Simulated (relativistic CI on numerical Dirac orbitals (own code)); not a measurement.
## Ni4+ in a cubic cluster: L2,3 absorption with charge transfer

Computed with a charge-transfer multiplet model of a cubic metal-ligand cluster with up to 2 ligand holes, Slater and spin-orbit integrals from Dirac-Coulomb-Breit ions, Slater integrals scaled by 0.7. The ground state mixes d6 with configurations of k ligand holes L, whose averages lie at kΔ + k(k − 1)U_dd/2; a core hole lowers each added d electron by U_cd. 300 K, Lorentzian 0.4 eV and Gaussian 0.3 eV FWHM.

Atomic integrals in eV (Slater integrals scaled, ζ unscaled), ground: F2dd 9.934, F4dd 6.234, zeta_d 0.099; with the core hole: F2dd 10.444, F4dd 6.555, zeta_d 0.124, zeta_core 11.400, F2cd 6.313, G1cd 4.879, G3cd 2.777.

Cluster parameters (eV): Δ = -1.9, U_dd = 6.8, U_cd = 8.8, 10Dq(ligand) = 0.3, V(eg) = 3, V(t2g) = -1.5, final-state hopping factor = 0.8.

Weights, n_d and S are thermal averages at 300 K. Photon energies count from the first peak over 30 % of the highest in each spectrum, which can be another peak from case to case. The parameters are a model scan and need not match a compound or its usual spin state. Peaks in eV (height, largest 100): 0.0 (100), 1.4 (38), 3.0 (17), 17.1 (34), 18.1 (22).

**Question.** Which parameters give this spectrum?
A. 10Dq = 1.4 eV
B. 10Dq = 1.1 eV
C. 10Dq = 0.5 eV
D. 10Dq = 0.2 eV
E. 10Dq = 0.8 eV

**Answer.** C. 10Dq = 0.5 eV; the ground state then has 6.97 d electrons and S = 0.20. The choice follows from running the model for each set and comparing peak positions and heights. The space is cut while the next configuration still counts.
